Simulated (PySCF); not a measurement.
tungsten atom (W), quintet (typed; the unrestricted solution is spin-contaminated) (core potentials on W); B97M-V/def2-SVP (PySCF).

PySCF was given this input:
```python
from pyscf import gto, scf, dft

mol = gto.M(
    atom='''
W     0.00000000    0.00000000    0.00000000
''',
    basis='def2-svp',
    ecp={'W': 'def2-svp'},
    spin=4,
    verbose=4,
)

mf = dft.UKS(mol)
mf.xc = 'b97m_v'
mf.grids.atom_grid = (99, 590)
mf.grids.prune = None
mf.kernel()
```

Q: What does PySCF print? Leave out banner, timings and long lists.

A: 
```
PySCF version 2.14.0

[INPUT] verbose = 4
[INPUT] num. atoms = 1
[INPUT] num. electrons = 14
[INPUT] charge = 0
[INPUT] spin (= nelec alpha-beta = 2S) = 4
[INPUT] symmetry False subgroup None
[INPUT] Mole.unit = angstrom
[INPUT] Symbol           X                Y                Z      unit          X                Y                Z       unit  Magmom
[INPUT]  1 W      0.000000000000   0.000000000000   0.000000000000 AA    0.000000000000   0.000000000000   0.000000000000 Bohr   0.0

nuclear repulsion = 0
number of shells = 12
number of NR pGTOs = 57
number of NR cGTOs = 32
basis = def2-svp
ecp = {'W': 'def2-svp'}

******** <class 'pyscf.dft.uks.UKS'> ********
method = UKS
initial guess = minao
damping factor = 0
level_shift factor = 0
DIIS = <class 'pyscf.scf.diis.CDIIS'>
diis_start_cycle = 1
diis_space = 8
diis_damp = 0
SCF conv_tol = 1e-09
SCF conv_tol_grad = None
SCF max_cycles = 50
direct_scf = True
direct_scf_tol = 1e-13
number electrons alpha = 9  beta = 5
XC library pyscf.dft.libxc version 7.1.2
    S. Lehtola, C. Steigemann, M. J. T. Oliveira, and M. A. L. Marques,  SoftwareX 7, 1–5 (2018)
XC functionals = b97m_v
    N. Mardirossian and M. Head-Gordon,  J. Chem. Phys. 142, 074111 (2015)
radial grids:
    Treutler-Ahlrichs [JCP 102, 346 (1995); DOI:10.1063/1.469408] (M4) radial grids

becke partition: Becke, JCP 88, 2547 (1988); DOI:10.1063/1.454033
pruning grids: None
grids dens level: 3
symmetrized grids: False
atomic radii adjust function: <function treutler_atomic_radii_adjust>
User specified grid scheme (99, 590)
** Following is NLC and NLC Grids **
NLC functional = b97m_v
radial grids:
    Treutler-Ahlrichs [JCP 102, 346 (1995); DOI:10.1063/1.469408] (M4) radial grids

becke partition: Becke, JCP 88, 2547 (1988); DOI:10.1063/1.454033
pruning grids: <function nwchem_prune>
grids dens level: 3
symmetrized grids: False
atomic radii adjust function: <function treutler_atomic_radii_adjust>
small_rho_cutoff = 0
Set gradient conv threshold to 3.16228e-05
tot grids = 58416
tot grids = 24312
init E= -54.9372046603547

cycle= 1 E= -66.8943603118619  delta_E=  -12  |g|= 0.12  |ddm|= 5.16
cycle= 2 E= -66.9051443041641  delta_E= -0.0108  |g|= 0.0458  |ddm|= 0.975
cycle= 3 E= -66.9072155078724  delta_E= -0.00207  |g|= 0.0237  |ddm|= 0.239
cycle= 4 E= -66.9078125494497  delta_E= -0.000597  |g|= 0.00487  |ddm|= 0.0826
cycle= 5 E= -66.9080226622228  delta_E= -0.00021  |g|= 0.00437  |ddm|= 0.0539
cycle= 6 E= -66.9082252380253  delta_E= -0.000203  |g|= 0.00221  |ddm|= 0.0902
cycle= 7 E= -66.9082548021248  delta_E= -2.96e-05  |g|= 0.000624  |ddm|= 0.0449
cycle= 8 E= -66.9082551009204  delta_E= -2.99e-07  |g|= 0.000265  |ddm|= 0.00404
cycle= 9 E= -66.9082553650415  delta_E= -2.64e-07  |g|= 0.000112  |ddm|= 0.00264
cycle= 10 E= -66.9082554024701  delta_E= -3.74e-08  |g|= 5.42e-05  |ddm|= 0.000983
cycle= 11 E= -66.9082554117043  delta_E= -9.23e-09  |g|= 1.01e-05  |ddm|= 0.000604
cycle= 12 E= -66.9082554120447  delta_E= -3.4e-10  |g|= 2e-06  |ddm|= 0.0002
Extra cycle  E= -66.9082554120656  delta_E= -2.08e-11  |g|= 1.62e-06  |ddm|= 1.92e-05
converged SCF energy = -66.9082554120656  <S^2> = 6.1716459  2S+1 = 5.0681933
```
